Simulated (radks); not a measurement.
Values are calculated unless marked as measured or tabulated.
Te14+, configuration [Kr] 4d2. Code: a radial shooting solver on a logarithmic mesh with Libxc functionals. Model: Dirac Kohn-Sham, BLYP, spin-unpolarised, spherical densities, point nucleus; open shells are shared between the two j in proportion to 2j + 1; speed of light set to 411.108 atomic units (3 times the physical value, a model run).

Radial electron density D(r) = 4 pi r^2 rho(r):

```
   r/bohr * D(r) (the largest magnitude, 84, reaches the edge; | marks zero)
 0.002461 |   *
  0.00323 |     *
 0.004207 |         *
 0.005521 |             *
  0.00719 |                   *
 0.009437 |                           *
  0.01229 |                                  *
  0.01613 |                                        *
  0.02117 |                                          *
  0.02757 |                                        *
  0.03618 |                                     *
  0.04712 |                                      *
  0.06185 |                                              *
  0.08053 |                                                      *
   0.1057 |                                                    *
   0.1376 |                                          *
   0.1807 |                                       *
   0.2352 |                                             *
   0.3088 |                                        *
   0.4021 |                       *
   0.5278 |            *
   0.6872 |            *
    0.902 |       *
    1.175 |  *
    1.542 *
    2.007 *
    2.635 *
```

D(r) has 4 maxima, at r = 0.0212, 0.0894, 0.255, 0.655 bohr, and minima at 0.0398, 0.168, 0.576 bohr, inside which lie 2.01, 11.22, 29.40 electrons.
